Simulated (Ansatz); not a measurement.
`F[CH]([AlH2])[SiH2][SiH3]` at its PBE0-D4/def2-TZVP geometry, where that method's forces vanish. Total charge 0; spin multiplicity 1.

| atom | x (Å) | y (Å) | z (Å) |
| --- | --- | --- | --- |
| F1 | 1.262 | -0.674 | -2.352 |
| C2 | 0.380 | -0.115 | -1.403 |
| Al3 | -1.374 | -1.025 | -1.430 |
| Si4 | 1.221 | -0.095 | 0.295 |
| Si5 | -0.174 | 0.969 | 1.852 |
| H6 | 0.226 | 0.940 | -1.679 |
| H7 | -2.539 | -0.357 | -0.584 |
| H8 | -1.571 | -2.361 | -2.253 |
| H9 | 2.535 | 0.602 | 0.222 |
| H10 | 1.466 | -1.495 | 0.746 |
| H11 | 0.590 | 1.257 | 3.095 |
| H12 | -1.333 | 0.102 | 2.194 |
| H13 | -0.689 | 2.252 | 1.300 |

(1) For each bond, give half the difference of the two atoms' forces along it (eV/Å; positive pushes the atoms apart) under PBE-D4, r2SCAN-D4, B3LYP-D4, ωB97M-V in def2-TZVPP. (Best estimate.)

Answers

(1) Ansatz gave: 
```
   bond  length (Å)  PBE-D4  r2SCAN-D4  B3LYP-D4  ωB97M-V
  F1–C2       1.411    0.48       0.41      0.45     0.33
 C2–Al3       1.977   -0.07      -0.08      0.01     0.00
 C2–Si4       1.894    0.00      -0.02      0.02    -0.02
  C2–H6       1.102    0.10      -0.04     -0.14    -0.12
 Al3–H7       1.587    0.03      -0.03     -0.08    -0.09
 Al3–H8       1.581    0.07      -0.02     -0.10    -0.13
Si4–Si5       2.346   -0.11       0.00      0.11     0.09
 Si4–H9       1.489    0.10      -0.01     -0.11    -0.13
Si4–H10       1.491    0.08      -0.01     -0.09    -0.10
Si5–H11       1.488    0.09      -0.02     -0.08    -0.10
Si5–H12       1.488    0.09      -0.02     -0.07    -0.10
Si5–H13       1.488    0.09      -0.01     -0.07    -0.10
```

B3LYP here is the variant with VWN-RPA as its local correlation; programs differ in this.
